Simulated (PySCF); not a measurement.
**How methods differ on the ionisation energy of Nb⁺**

Nb⁺ [Kr] 4d4 (5D) → Nb²⁺ [Kr] 4d3 (4F), as a difference of total energies. All numbers are calculated (PySCF 2.14, scalar relativity through the core potential, in cc-pVTZ-PP with ECP28MDF (5s5p4d2f1g, 63 functions)). Correlated levels: valence: 4s2 4p6 frozen. The calculations carry no spin-orbit coupling.

Order these methods by the ionisation energy they give, lowest first.
A. PBE0
B. SCS-MP2 (valence)
C. MP2 (valence)
D. M06-L

B (13.232 eV), C (13.593 eV), D (13.935 eV), A (14.326 eV).

The reference lies between the lowest fine-structure levels, while these numbers refer to the centres of the terms.

Errors of the correlated levels include the incompleteness of this basis and the frozen core.

For comparison: 14.32 eV (semi-empirical (NIST evaluation); NIST Atomic Spectra Database, ionization energies).
